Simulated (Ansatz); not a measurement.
Ansatz input wanted

[Si2H4F2]− has 8 atoms, charge -1, and is taken as a doublet. As SMILES of the parent species, `F[SiH2][SiH2]F`. The coordinates come from a PBE0-D4/def2-TZVP relaxation. This is one conformer, not always the lowest. That shape belongs to the parent species and isn't relaxed for this state. The run starts from this shape.

```
atom    x (Å)    y (Å)    z (Å)
   F  -1.9348   1.2058  -0.2745
  Si  -0.3578   1.1281   0.0124
  Si   0.3586  -1.1096   0.0441
   F   0.2810  -1.7420  -1.4288
   H   0.3401   1.9142  -1.0370
   H  -0.0998   1.7437   1.3416
   H   1.7748  -1.1640   0.4954
   H  -0.4771  -1.9419   0.9468
```

Settings wanted:

```
basis set              : def2-SVP
integral approximation : automatic
task                   : optimise
method                 : DFT
functional             : PBE0
dispersion             : none
reference              : UKS
relativity             : none
accuracy               : medium
```

Question: Write the Ansatz 0.2.0 input and the command.

Answer: This one ran through:

input.yaml:
```yaml
crystal:
  periodic: [false, false, false]
  atoms:
    - symbol: F
      position_ang: [-1.934800, 1.205800, -0.274500]
    - symbol: Si
      position_ang: [-0.357800, 1.128100, 0.012400]
    - symbol: Si
      position_ang: [0.358600, -1.109600, 0.044100]
    - symbol: F
      position_ang: [0.281000, -1.742000, -1.428800]
    - symbol: H
      position_ang: [0.340100, 1.914200, -1.037000]
    - symbol: H
      position_ang: [-0.099800, 1.743700, 1.341600]
    - symbol: H
      position_ang: [1.774800, -1.164000, 0.495400]
    - symbol: H
      position_ang: [-0.477100, -1.941900, 0.946800]
basis:
  gaussian:
    orbitals: def2-SVP
total_charge: -1
magnetization:
  spin_polarized: true
  initial_magnetization: 1
hamiltonian:
  xc: pbe0
relax: {}
```

```bash
$ ansatz run input.yaml --threads 1 --pin off --max-ram 3480MiB --events-out events.jsonl --progress --plain --runs-dir runs
```

Calculated total energy at the end of the run: -780.38189 Eh. Without diffuse functions such a state is poorly described.
